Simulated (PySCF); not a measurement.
A PySCF script (with the pyscf-properties extension) for the NMR shieldings of `ClB(C#C[C@@H]1[C@H]([SiH2]Cl)[SiH2]1)Cl`, C4H6BCl3Si2, on a GFN2-xTB geometry:

```python
import basis_set_exchange as bse
import numpy as np
from pyscf import gto, dft
from pyscf.prop import nmr

atoms = """
Cl   -3.796675   -0.142389   -0.934606
Si   -1.818991   -0.537290   -0.786128
C    -1.324710   -0.075725    0.979915
Si   -0.668290    1.617754    1.487829
C     0.178339   -0.105026    1.346539
C     1.119623   -0.293461    0.328679
C     1.937623   -0.404737   -0.565566
B     2.904757   -0.554630   -1.682645
Cl    4.565210   -0.955275   -1.395643
Cl    2.374333   -0.322883   -3.320462
H    -1.121970    0.284137   -1.768642
H    -1.624914   -1.966537   -1.020848
H    -1.932545   -0.576713    1.729696
H    -0.335126    2.592606    0.469835
H    -0.893294    2.066448    2.851383
H     0.429031   -0.617334    2.269253
"""
names = dict.fromkeys(["Cl", "Si", "C", "B", "H"], "pcSseg-1")
basis = {el: gto.basis.parse(bse.get_basis(n, elements=[el], fmt="nwchem")) for el, n in names.items()}
mol = gto.M(atom=atoms, basis=basis, charge=0, verbose=0)
mf = dft.RKS(mol, xc="PBE0")
mf.grids.level = 2
mf.grids.alignment = dft.numint.BLKSIZE   # the property module wants whole blocks of grid points
mf.conv_tol = 1e-9
mf.kernel()

calc = nmr.RKS(mf)   # GIAO
C = mf.mo_coeff
Co = C[:, mf.mo_occ > 0]
resp = mf.gen_response(singlet=True, hermi=2)
def vind(x):   # induced exchange potential for any number of trial vectors
    d = np.einsum("pi,xij,qj->xpq", C, 2 * x.reshape(-1, C.shape[1], Co.shape[1]), Co, optimize=True)
    return np.einsum("xpq,pi,qj->xij", resp(d - d.transpose(0, 2, 1)), C, Co, optimize=True).ravel()
mo1, _ = nmr.rhf.solve_mo1(calc, with_cphf=vind)
sigma = calc.kernel(mo1)
for i, s in enumerate(sigma):   # ppm
    print("%2d %-2s %9.2f" % (i, mol.atom_pure_symbol(i), np.trace(s) / 3))
```

Q: What does it print?

A: 
```
 0 Cl   1009.90
 1 Si    364.39
 2 C     178.20
 3 Si    470.58
 4 C     181.14
 5 C      52.77
 6 C      92.70
 7 B      61.00
 8 Cl    686.54
 9 Cl    685.84
10 H      26.39
11 H      26.06
12 H      30.90
13 H      28.65
14 H      28.40
15 H      29.50
```

These numbers come from an equivalent density-fitted implementation of the same equations, which agrees with the script to about 0.01 ppm for H and up to a few tenths of a ppm for heavy atoms, so last digits may differ.

Size and cost of the density-fitted run: 235 basis functions, 60 s wall time on 1 thread of an Arm Neoverse V1, shared host; peak memory 1.1 GiB.
